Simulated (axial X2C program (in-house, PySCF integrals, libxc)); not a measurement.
**Potential curves of SbF, 2c**

Computed with an axial X2C code built on PySCF integrals. Two-component (2c) means X2C with spin–orbit coupling and atomic mean-field two-electron Coulomb and Gaunt terms. Basis: Sb dyall-cv3z [11s12p8d4f1g], F dyall-av3z [7s6p3d2f] (cores contracted in-house); Gaussian nuclei, density fitting, unrestricted open shells. Masses: Sb 120.904 u, F 18.998 u.

State: Ω = 1 (⟨Sz⟩ = 1.00, ⟨Lz⟩ = 0.00 at HF). Energies in kJ/mol from the fragments at the same level (Sb + F). Fits are polynomials in 1 − R0/R over 0.85 to 1.23 times the lowest point R0.

```json
{"R (Å)": "1.6782", "MP2": "-299.41", "CCSD(T)": ""}
{"R (Å)": "1.7554", "MP2": "-363.99", "CCSD(T)": "-337.31"}
{"R (Å)": "1.8133", "MP2": "-391.50", "CCSD(T)": "-364.45"}
{"R (Å)": "1.8711", "MP2": "-405.95", "CCSD(T)": "-378.56"}
{"R (Å)": "1.9290", "MP2": "-410.65", "CCSD(T)": "-382.96"}
{"R (Å)": "1.9965", "MP2": "-407.06", "CCSD(T)": "-379.08"}
{"R (Å)": "2.0640", "MP2": "-396.47", "CCSD(T)": "-368.25"}
{"R (Å)": "2.1508", "MP2": "-375.99", "CCSD(T)": "-347.58"}
{"R (Å)": "2.2569", "MP2": "-344.64", "CCSD(T)": ""}
{"R (Å)": "2.4112", "MP2": "-293.24", "CCSD(T)": ""}
```

Correlated methods: 12 electrons correlated (number of frozen shells: Sb 4 s, 3 p, 2 d; F 1 s), 256 virtual spin orbitals or spinors in MP2, 90 natural virtuals in coupled cluster.

The state is a single determinant with fixed occupations, the lowest that a limited PBE0 search found. Dissociation energies refer to the lowest single-determinant-based atoms at the same level and basis. CCSD and (T) use frozen natural virtuals with an MP2 correction for the truncation; (T) itself is uncorrected, so its De runs slightly low. PBE0 can misorder states that lie within some tenths of an eV, so this need not be the ground state of the molecule. The nearest other 2c determinant of the search, Ω = 0, lies 0.44 eV up at the distance of the search. With several unpaired electrons one determinant need not be a pure state. Open-shell Ω = 0 determinants with evenly filled partner blocks cannot be reached by this program, so the Ω shown need not be the lowest component. This is the Ω = 1 component of a π² triplet; the 0⁺ component is not one determinant and can lie lowest. With the outer-core shells frozen, correlated bond lengths of heavy atoms tend to come out a few hundredths of an ångström too long. Coupled cluster ran on the points near the minimum only. MP2 and coupled cluster on one determinant become unreliable at the stretched end.

Q: What are Re, ωe and De at the MP2 level?

A: At MP2, 2c: Re = 1.935 Å, ωe ≈ 600 cm⁻¹, De = 4.26 eV to Sb + F; Be follows as 0.274 cm⁻¹.

Q: Fit the CCSD(T) curve near its minimum: give the equilibrium distance, the harmonic wavenumber and the well depth.

A: At CCSD(T), 2c: Re = 1.932 Å, ωe ≈ 602 cm⁻¹, De = 3.97 eV to Sb + F; Be follows as 0.275 cm⁻¹.
